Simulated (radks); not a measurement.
All-electron atom: V7+ in [Ne] 3s2 3p4.

Method: scalar-relativistic Kohn-Sham, LDA (Slater exchange, VWN5 correlation), spin-polarised, spherical densities, finite nucleus; open shells are filled with parallel spins first; Fermi nuclear charge, rms radius 3.6002 fm; computed with a radial shooting solver on a logarithmic mesh with Libxc functionals.

Energy parts (hartree):
total: -930.80710
kinetic: 939.31647
electron-nucleus: -2135.76965
Hartree: 304.70913
exchange-correlation: -39.06305

Orbitals (lengths in bohr, moments of r in powers of bohr; r(max) is where P^2 peaks):
orbital,occ.,eigenvalue (hartree),<r^4>,<r>,r(max),<r^2>
1s up,1,-201.9309,0.00009132,0.06657,0.04358,0.005959
1s down,1,-201.8902,0.00009129,0.06656,0.04358,0.005958
2s up,1,-27.29116,0.02205,0.3082,0.2558,0.1123
2s down,1,-27.25102,0.02193,0.3080,0.2559,0.1120
2p up,3,-23.70223,0.01732,0.2735,0.2077,0.09209
2p down,3,-23.65292,0.01723,0.2733,0.2078,0.09194
3s up,1,-7.11156,1.133,0.8705,0.7856,0.8642
3s down,1,-6.96925,1.158,0.8740,0.7862,0.8718
3p up,3,-6.09982,1.322,0.8898,0.7912,0.9149
3p down,1,-5.96054,1.362,0.8948,0.7923,0.9262
3d up,0,-4.54974,1.575,0.8930,0.7263,0.9403
3d down,0,-4.42253,1.649,0.8994,0.7253,0.9570
4s up,0,-2.93524,21.61,1.869,1.801,3.924
4s down,0,-2.89522,22.53,1.889,1.819,4.008

The highest occupied level is 3p down at -162.19 eV. For comparison, the ionisation energy in NIST's Atomic Spectra Database is 173.6 eV (semi-empirical). In exact Kohn-Sham theory the highest level is minus the ionisation energy, but local and semilocal functionals leave it too shallow, through self-interaction and a potential that decays too fast; potentials with the right tail come closer. The spin density at the nucleus is -0.4294 e/bohr^3 (1s -0.9263, 2s -0.1154, 3s 0.6124). Spin moment in Bohr magnetons: 2. Summed over all electrons, <r^2> = 6.195 bohr^2, which gives a Langevin (diamagnetic) susceptibility term of -4.91 x 10^-6 cm^3/mol. The electron density at the nucleus is 9907 e/bohr^3 (large components only).
